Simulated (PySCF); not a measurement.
Compound: C₅H₄ClF₃.
Structure used (GFN2-xTB), in Å, numbered top down from 1:
```
atom  x, y, z in Å
F1    -0.015    2.537   -0.775
C2     0.100    1.256   -0.439
C3     1.141    0.464   -0.648
C4     0.877   -0.923   -0.149
C5    -0.407   -0.785    0.683
F6    -0.077   -0.643    2.005
C7    -1.055    0.529    0.191
F8    -1.677    1.205    1.181
Cl9   -2.292    0.161   -1.066
H10    2.066    0.751   -1.113
H11    0.732   -1.615   -0.981
H12    1.690   -1.296    0.475
H13   -1.087   -1.639    0.620
```

Theory: TDDFT CAM-B3LYP/def2-SVPD, vertical, gas phase, core orbitals frozen in the response in PySCF 2.14.0, density-fitted response routines.

Ground-to-excited transition dipoles (e·a0, same axes as the geometry; the sign carries no meaning), for the states with f of 0.002 or more among the lowest 7:

```json
{"state": "S1", "E (hartree)": "0.2353", "μx": "1.012", "μy": "-0.305", "μz": "-0.060"}
{"state": "S2", "E (hartree)": "0.2503", "μx": "-0.256", "μy": "0.125", "μz": "-0.023"}
{"state": "S3", "E (hartree)": "0.2687", "μx": "0.238", "μy": "-0.177", "μz": "-0.059"}
{"state": "S4", "E (hartree)": "0.2807", "μx": "-0.305", "μy": "0.147", "μz": "-0.094"}
{"state": "S5", "E (hartree)": "0.2824", "μx": "0.069", "μy": "0.181", "μz": "0.178"}
{"state": "S6", "E (hartree)": "0.2944", "μx": "-0.192", "μy": "0.167", "μz": "-0.056"}
{"state": "S7", "E (hartree)": "0.3020", "μx": "0.244", "μy": "-0.416", "μz": "-0.110"}
```

(1) What oscillator strength does each state have?

(2) Which bond between heavy atoms lies closest to the direction of the S1 transition dipole?

(3) What angle do the transition dipoles of S5 and S6 make?

(4) How is the summed strength of these states shared among x, y and z?

(5) What peak molar absorption coefficient would the strongest computed level give as a lone Gaussian band 0.3 eV wide at half height?

## Answers

(1) f = (2/3) ΔE |μ|² with ΔE in hartree (27.2114 eV).

```csv
state,|μ|² (au),|μ| (D),f
S1,1.121,2.69,0.176
S2,0.082,0.73,0.014
S3,0.091,0.77,0.016
S4,0.124,0.89,0.023
S5,0.069,0.67,0.013
S6,0.068,0.66,0.013
S7,0.245,1.26,0.049
```

(2) C2–C3, at 21° from it; next C4–C5 at 31°.

(3) |cos θ| = |μa·μb| / (|μa| |μb|) = 0.10, so θ ≈ 84° (taken between 0 and 90°, since the signs are arbitrary).

(4) (2/3) Σ ΔE μα² gives 0.219 for x, 0.073 for y and 0.012 for z, 0.305 in all.

(5) ε(max) = 2.175×10⁸ f / FWHM, with the width in cm⁻¹. S1: 2.175×10⁸ × 0.1758 / 2420 ≈ 16000 L mol⁻¹ cm⁻¹.

Time: 91 s. Hardware: one thread of an Arm Neoverse N1, no GPU, on a shared host.

One conformer stands for the species.
